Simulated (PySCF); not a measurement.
**Radial density of S(2+) (sulfur, charge +2)**

PW91, [Ne] 3s2 3p2, high-spin 3P determinant. Computed with PySCF 2.14 in aug-cc-pVQZ-DK (7s6p4d3f2g, 84 functions), with the spin-free X2C one-electron Hamiltonian (Gaussian nucleus).

| r (bohr) | 4πr²ρ (e/bohr) | 4πr²(ρα − ρβ) |
| --- | --- | --- |
| 0.00150 | 0.08836 | 0.0000 |
| 0.00253 | 0.2309 | 0.0000 |
| 0.00425 | 0.5941 | 0.0000 |
| 0.00715 | 1.481 | 0.0000 |
| 0.0120 | 3.487 | 0.0000 |
| 0.0202 | 7.441 | 0.0002 |
| 0.0340 | 13.39 | 0.0022 |
| 0.0572 | 18.13 | 0.0137 |
| 0.0962 | 16.16 | 0.0618 |
| 0.162 | 11.90 | 0.1874 |
| 0.272 | 16.26 | 0.2886 |
| 0.458 | 14.79 | 0.0791 |
| 0.770 | 4.348 | 0.2044 |
| 1.30 | 2.964 | 1.2577 |
| 2.18 | 1.401 | 0.7784 |
| 3.67 | 0.07739 | 0.0558 |
| 6.17 | 0.0002307 | 0.0002 |

Densities and radii are taken from the X2C orbitals without a picture-change correction, which distorts them close to the nucleus.
